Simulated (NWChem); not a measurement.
Everything below was run with NWChem. System: ammonia borane (H₆BN), charge 0, spin multiplicity 1, at a geometry optimised with B3LYP/def2-SVP. Level: RI-MP2/cc-pVTZ, 2 core orbitals frozen.

The NWChem input:

```
start mol
memory heap 200 mb stack 900 mb global 1100 mb
geometry units angstroms nocenter noautoz
  B      0.924952    -0.070347     0.000000
  N     -0.724072     0.055072     0.000000
  H      1.331774     1.082544     0.000000
  H      1.197490    -0.682996    -1.022285
  H      1.197490    -0.682996     1.022285
  H     -1.058213     0.558367     0.825339
  H     -1.166584    -0.867053     0.000000
  H     -1.058213     0.558367    -0.825339
  symmetry group Cs
end
basis spherical
  * library cc-pvtz
end
basis "ri-mp2 basis" spherical
  * library cc-pvtz-ri
end
scf
  rhf
  nopen 0
  maxiter 100
  thresh 1e-7
  semidirect memsize 60000000 filesize 0
end
mp2
  freeze core 2
end
task rimp2 energy
```

Part of the output:

```
             Northwest Computational Chemistry Package (NWChem) 7.3.0
             --------------------------------------------------------

                                NWChem Input Module
                                -------------------

 Scaling coordinates for geometry "geometry" by  1.889725989
 (inverse scale =  0.529177249)

 Turning off AUTOSYM since
 SYMMETRY directive was detected!

                             Geometry "geometry" -> ""
                             -------------------------

 Output coordinates in angstroms (scale by  1.889725989 to convert to a.u.)

  No.       Tag          Charge          X              Y              Z
 ---- ---------------- ---------- -------------- -------------- --------------
    1 B                    5.0000     0.92495200    -0.07034700     0.00000000
    2 N                    7.0000    -0.72407200     0.05507200     0.00000000
    3 H                    1.0000     1.33177400     1.08254400     0.00000000
    4 H                    1.0000     1.19749000    -0.68299600    -1.02228500
    5 H                    1.0000     1.19749000    -0.68299600     1.02228500
    6 H                    1.0000    -1.05821300     0.55836700     0.82533900
    7 H                    1.0000    -1.16658400    -0.86705300     0.00000000
    8 H                    1.0000    -1.05821300     0.55836700    -0.82533900

 Effective nuclear repulsion energy (a.u.)      40.4072154883

            Nuclear Dipole moment (a.u.)
            ----------------------------
        X                 Y               Z
 ---------------- ---------------- ----------------
     0.0000000000     0.0000037795     0.0000000000

      Symmetry information
      --------------------

 Group name             Cs
 Group number              2
 Group order               2
 No. of unique centers     6

      Symmetry unique atoms

     1    2    3    4    6    7


 Summary of "ao basis" -> "" (spherical)
 ------------------------------------------------------------------------------
       Tag                 Description            Shells   Functions and Types
 ---------------- ------------------------------  ------  ---------------------
 *                          cc-pvtz                   on all atoms

 Summary of "ri-mp2 basis" -> "" (spherical)
 ------------------------------------------------------------------------------
       Tag                 Description            Shells   Functions and Types
 ---------------- ------------------------------  ------  ---------------------
 *                         cc-pvtz-ri                 on all atoms

 Summary of "ao basis" -> "ao basis" (spherical)
 ------------------------------------------------------------------------------
       Tag                 Description            Shells   Functions and Types
 ---------------- ------------------------------  ------  ---------------------
 B                          cc-pvtz                 10       30   4s3p2d1f
 N                          cc-pvtz                 10       30   4s3p2d1f
 H                          cc-pvtz                  6       14   3s2p1d

                                 NWChem SCF Module
                                 -----------------

  ao basis        = "ao basis"
  functions       =   144
  atoms           =     8
  closed shells   =     9
  open shells     =     0
  charge          =   0.00
  wavefunction    = RHF
  use symmetry    = T
  symmetry adapt  = T

 Summary of "ao basis" -> "ao basis" (spherical)
 ------------------------------------------------------------------------------
       Tag                 Description            Shells   Functions and Types
 ---------------- ------------------------------  ------  ---------------------
 B                          cc-pvtz                 10       30   4s3p2d1f
 N                          cc-pvtz                 10       30   4s3p2d1f
 H                          cc-pvtz                  6       14   3s2p1d

      Symmetry analysis of basis
      --------------------------

        a'         88
        a"         56

 Forming initial guess at       0.0s

      Superposition of Atomic Density Guess
      -------------------------------------

 Sum of atomic energies:         -81.84292665

      Non-variational initial energy
      ------------------------------

 Total energy =     -82.955305
 1-e energy   =    -188.347793
 2-e energy   =      64.985273
 HOMO         =      -0.383735
 LUMO         =       0.045036

      Symmetry analysis of molecular orbitals - initial
      -------------------------------------------------

  Numbering of irreducible representations:

     1 a'          2 a"

  Orbital symmetries:

     1 a'          2 a'          3 a'          4 a'          5 a'
     6 a"          7 a'          8 a'          9 a"         10 a'
    11 a"         12 a'         13 a'         14 a'         15 a"
    16 a'         17 a"         18 a'         19 a'

 Starting SCF solution at       1.9s

 ----------------------------------------------
         Quadratically convergent ROHF

 Convergence threshold     :          1.000E-07
 Maximum no. of iterations :          100
 Final Fock-matrix accuracy:          1.000E-09
 ----------------------------------------------

              iter       energy          gnorm     gmax       time
             ----- ------------------- --------- --------- --------
                 1      -82.6125182790  6.62D-01  1.61D-01      2.1
                 2      -82.6492952163  1.65D-01  3.68D-02      2.3
                 3      -82.6518781188  7.03D-03  1.93D-03      2.8
                 4      -82.6518838532  2.65D-05  1.22D-05      3.8
[...]
      Two-electron energy =     67.249812112803
 Nuclear repulsion energy =     40.407215488325

        Time for solution =      3.3s

       Symmetry analysis of molecular orbitals - final
       -----------------------------------------------

  Numbering of irreducible representations:

     1 a'          2 a"

  Orbital symmetries:

     1 a'          2 a'          3 a'          4 a'          5 a"
     6 a'          7 a'          8 a'          9 a"         10 a'
    11 a"         12 a'         13 a'         14 a'         15 a"
    16 a'         17 a'         18 a"         19 a'

             Final eigenvalues
             -----------------

              1
    1  -15.6435
    2   -7.5298
    3   -1.2443
    4   -0.7216
    5   -0.7216
    6   -0.7087
    7   -0.5109
    8   -0.4121
    9   -0.4121
   10    0.0991
   11    0.1684
   12    0.1684
   13    0.2282
   14    0.2531
   15    0.2605
   16    0.2605
   17    0.3202
   18    0.3202
   19    0.4168

                       ROHF Final Molecular Orbital Analysis
                       -------------------------------------

 Vector    7  Occ=2.000000D+00  E=-5.108699D-01  Symmetry=a'
              MO Center=  5.0D-01, -3.8D-02,  3.0D-14, r^2= 2.2D+00
   Bfn.  Coefficient  Atom+Function         Bfn.  Coefficient  Atom+Function
  ----- ------------  ---------------      ----- ------------  ---------------
    38      0.284974  2 N  px                35      0.210403  2 N  px
    41      0.205110  2 N  px                 2     -0.196529  1 B  s
     8     -0.150293  1 B  px

 Vector    8  Occ=2.000000D+00  E=-4.120942D-01  Symmetry=a'
              MO Center=  1.1D+00,  2.8D-01,  1.2D-10, r^2= 1.8D+00
   Bfn.  Coefficient  Atom+Function         Bfn.  Coefficient  Atom+Function
  ----- ------------  ---------------      ----- ------------  ---------------
     9      0.273498  1 B  py                62      0.237343  3 H  s
     6      0.205774  1 B  py                63      0.190867  3 H  s
    61      0.160979  3 H  s

 Vector    9  Occ=2.000000D+00  E=-4.120936D-01  Symmetry=a"
              MO Center=  1.0D+00, -4.4D-01, -8.9D-11, r^2= 1.8D+00
   Bfn.  Coefficient  Atom+Function         Bfn.  Coefficient  Atom+Function
  ----- ------------  ---------------      ----- ------------  ---------------
    10      0.274287  1 B  pz                 7      0.206367  1 B  pz
    76     -0.205546  4 H  s                 90      0.205546  5 H  s
    77     -0.165298  4 H  s                 91      0.165298  5 H  s

 Vector   10  Occ=0.000000D+00  E= 9.907463D-02  Symmetry=a'
              MO Center= -1.3D+00,  9.6D-02, -4.3D-14, r^2= 4.9D+00
   Bfn.  Coefficient  Atom+Function         Bfn.  Coefficient  Atom+Function
  ----- ------------  ---------------      ----- ------------  ---------------
    34      2.477654  2 N  s                  4      1.403750  1 B  s
   105     -0.940769  6 H  s                119     -0.940745  7 H  s
   133     -0.940769  8 H  s                 41     -0.630127  2 N  px
    63     -0.416476  3 H  s                 77     -0.416472  4 H  s
    91     -0.416472  5 H  s                104     -0.393088  6 H  s

 Vector   11  Occ=0.000000D+00  E= 1.683752D-01  Symmetry=a"
              MO Center= -1.0D+00,  8.5D-01, -2.6D-13, r^2= 5.2D+00
   Bfn.  Coefficient  Atom+Function         Bfn.  Coefficient  Atom+Function
  ----- ------------  ---------------      ----- ------------  ---------------
   105      1.760028  6 H  s                133     -1.760028  8 H  s
    43     -1.567742  2 N  pz                13      0.699889  1 B  pz
   104      0.477395  6 H  s                132     -0.477395  8 H  s
    77      0.474295  4 H  s                 91     -0.474295  5 H  s
    10      0.338223  1 B  pz                76      0.336450  4 H  s

 Vector   12  Occ=0.000000D+00  E= 1.683759D-01  Symmetry=a'
              MO Center= -1.1D+00, -6.9D-01, -1.1D-12, r^2= 5.2D+00
   Bfn.  Coefficient  Atom+Function         Bfn.  Coefficient  Atom+Function
  ----- ------------  ---------------      ----- ------------  ---------------
   119      2.032308  7 H  s                 42      1.563226  2 N  py
   105     -1.016139  6 H  s                133     -1.016139  8 H  s
    12     -0.697896  1 B  py               118      0.551261  7 H  s
    63      0.547736  3 H  s                 62      0.388525  3 H  s
     9     -0.337262  1 B  py                39      0.324328  2 N  py

 center of mass
 --------------
 x =   0.02987783 y =  -0.00227101 z =   0.00000000

 moments of inertia (a.u.)
 ------------------
          25.296900452813           5.861215523237           0.000000000000
           5.861215523237         101.913816503195           0.000000000000
           0.000000000000           0.000000000000         102.359551838293

  Mulliken analysis of the total density
  --------------------------------------

    Atom       Charge   Shell Charges
 -----------   ------   -------------------------------------------------------
    1 B    5     5.29   1.96  0.72  0.11  0.19  0.61  1.22  0.32  0.05  0.09  0.01
    2 N    7     7.05   1.95  0.92  0.19  0.30  1.00  1.85  0.80  0.01  0.02  0.00
    3 H    1     1.05   0.26  0.50  0.28  0.00  0.01  0.00
    4 H    1     1.05   0.26  0.50  0.28  0.00  0.01  0.00
    5 H    1     1.05   0.26  0.50  0.28  0.00  0.01  0.00
    6 H    1     0.83   0.25  0.46  0.05  0.01  0.04  0.00
    7 H    1     0.83   0.25  0.46  0.05  0.01  0.04  0.00
    8 H    1     0.83   0.25  0.46  0.05  0.01  0.04  0.00

       Multipole analysis of the density wrt the origin
       ------------------------------------------------

     L   x y z        total         open         nuclear
     -   - - -        -----         ----         -------
     0   0 0 0     -0.000000      0.000000     18.000000

     1   1 0 0     -2.160605      0.000000      0.000000
     1   0 1 0      0.164327      0.000000      0.000004
     1   0 0 1      0.000000      0.000000      0.000000

     2   2 0 0    -12.394175      0.000000     57.814735
     2   1 1 0      0.018523      0.000000     -3.459578
     2   1 0 1     -0.000000      0.000000      0.000000
     2   0 2 0    -12.151629      0.000000     12.592183
     2   0 1 1     -0.000000      0.000000      0.000000
     2   0 0 2    -12.150257      0.000000     12.329107

                               NWChem RI-MP2 Module
                               --------------------

 Summary of "ri-mp2 basis" -> "ri-mp2 basis" (spherical)
 ------------------------------------------------------------------------------
       Tag                 Description            Shells   Functions and Types
 ---------------- ------------------------------  ------  ---------------------
 B                         cc-pvtz-ri               23       81   8s6p5d3f1g
 N                         cc-pvtz-ri               23       81   8s6p5d3f1g
 H                         cc-pvtz-ri               10       30   4s3p2d1f

 SCF Reference Information:
            File: './mol.movecs'
           Title: ''
    Size (AOxMO):    144 x    144
       Total Occ:              18.00
 RI-MP2 Calculation Information:
          Nr. of AO basis functions:        144
     Nr. of fitting basis functions:        342
               Nr. of MO spin cases:          1
        Nr. of MOs to be correlated:        142
     Nr. of occupied MOs correlated:          7
      Nr. of virtual MOs correlated:        135

          RI integral approximation: 'V'
    Threshold for Schwarz screening:  1.000E-09
 Smallest eigenvalue retained in fit  1.000E-08
    Type of storage for MO integrals 'EAF library'

 Transformation block size    7, requiring     1 integral passes.
 XForm_3cInts: Completed     1:    7 pass.
 Energy evaluation using block sizes     7    7
 RIMP2_V_E2: Approx. ints. done (    1:    7,    1:    7)
 RIMP2_V_E2: Copy to B done (    1:    7,    1:    7)
 RIMP2_V_E2: Denominators done (    1:    7,    1:    7)
 RIMP2_V_E2: Completed block (    1:    7,    1:    7)

          -------------------------------------------
          SCF energy                 -82.651883853263
          Correlation energy          -0.367973014465
          Total MP2 energy           -83.019856867729
          -------------------------------------------

 -----------------------
 Performance information
 -----------------------

 Timer overhead =  1.28D-07 seconds/call

               Nr. of calls         CPU time (s)                 Wall time (s)                GFlops
             ---------------    -------------------     ------------------------------   -------------------
Name         Min   Avg   Max    Min     Avg     Max     Min     Avg     Max   Mx/calls   Min     Max     Sum
Overall       1     1     1    6.2     6.2     6.2      6.2     6.2     6.2     6.2      0.0     0.0     0.0
3c integr     1     1     1   0.81    0.81    0.81     0.81    0.81    0.81    0.81      0.0     0.0     0.0
Energy        1     1     1   9.12E-2 9.12E-2 9.12E-2  9.12E-2 9.12E-2 9.12E-2 9.12E-2   0.0     0.0     0.0
3c integr     1     1     1   0.78    0.78    0.78     0.78    0.78    0.78    0.78      0.0     0.0     0.0
First 2/3     3     3     3   1.22E-2 1.22E-2 1.22E-2  1.22E-2 1.22E-2 1.22E-2 4.05E-3   0.0     0.0     0.0
Final 1/3     1     1     1   6.33E-3 6.33E-3 6.33E-3  6.33E-3 6.33E-3 6.33E-3 6.33E-3   0.0     0.0     0.0
Write 3c      1     1     1   6.20E-4 6.20E-4 6.20E-4  6.20E-4 6.20E-4 6.20E-4 6.20E-4   0.0     0.0     0.0
Read 3c i     1     1     1   5.44E-4 5.44E-4 5.44E-4  5.44E-4 5.44E-4 5.44E-4 5.44E-4   0.0     0.0     0.0
Fitting b     1     1     1   6.84E-2 6.84E-2 6.84E-2  6.84E-2 6.84E-2 6.84E-2 6.84E-2   0.0     0.0     0.0
Schwarz i     1     1     1   1.73E-2 1.73E-2 1.73E-2  1.73E-2 1.73E-2 1.73E-2 1.73E-2   0.0     0.0     0.0
Form 4ci      1     1     1   1.65E-2 1.65E-2 1.65E-2  1.65E-2 1.65E-2 1.65E-2 1.65E-2   0.0     0.0     0.0
Form A &      1     1     1   6.93E-2 6.93E-2 6.93E-2  6.93E-2 6.93E-2 6.93E-2 6.93E-2   0.0     0.0     0.0
Denominat     1     1     1   8.48E-4 8.48E-4 8.48E-4  8.48E-4 8.48E-4 8.48E-4 8.48E-4   0.0     0.0     0.0
Pair Ener     1     1     1   2.41E-3 2.41E-3 2.41E-3  2.41E-3 2.41E-3 2.41E-3 2.41E-3   0.0     0.0     0.0

 The average no. of pstat calls per process was 1.60D+01
 with a timing overhead of 2.05D-06s

 Task  times  cpu:        6.2s     wall:        6.2s

 Total times  cpu:        6.2s     wall:        6.2s
```
